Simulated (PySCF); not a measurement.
## Bond curve of MgGe

Set-up: basis Mg aug-pcseg-1, Ge aug-pcseg-1; no relativity; PySCF 2.14. Energies in eV from Mg + Ge in their ground configurations at the same level. State: ³Σ⁻ (triplet), unpaired electrons π ↑↑.

All columns are PBE. A positive dipole means Mg(−)Ge(+).

```
R (Å)  E (eV)  μ (D)  Mulliken charge on Mg (basis-dependent)  HOMO (eV)  LUMO (eV)  Mayer bond order  ⟨S²⟩
2.260  -0.718  -3.07                                     0.70      -4.42      -3.15              1.35  2.04
2.365  -0.956  -3.15                                     0.66      -4.32      -3.23              1.33  2.05
2.470  -1.084  -3.22                                     0.62      -4.24      -3.30              1.29  2.05
2.549  -1.128  -3.26                                     0.59      -4.19      -3.35              1.26  2.05
2.628  -1.140  -3.29                                     0.56      -4.14      -3.39              1.22  2.05
2.707  -1.127  -3.32                                     0.54      -4.10      -3.44              1.17  2.06
2.812  -1.083  -3.35                                     0.50      -4.05      -3.49              1.11  2.06
2.943  -1.001  -3.37                                     0.46      -4.01      -3.55              1.03  2.06
3.101  -0.883  -3.37                                     0.41      -3.97      -3.62              0.92  2.06
3.311  -0.720  -3.33                                     0.35      -3.94      -3.69              0.79  2.05
```

A fit through these points gives, at Re = 2.622 Å, μ = -3.29 D and dμ/dR = -0.393 D/Å; the reduced mass is 18.11 u.

Problem. How strong is the fundamental in the double-harmonic approximation, I = 42.26·(dμ/dR)²/μred km/mol?

Solution. I = 42.26·(-0.393)²/18.11 = 0.360 km/mol at PBE.

Spin–orbit coupling is left out. The state was picked by a PBE0 search and need not be the measured ground state.
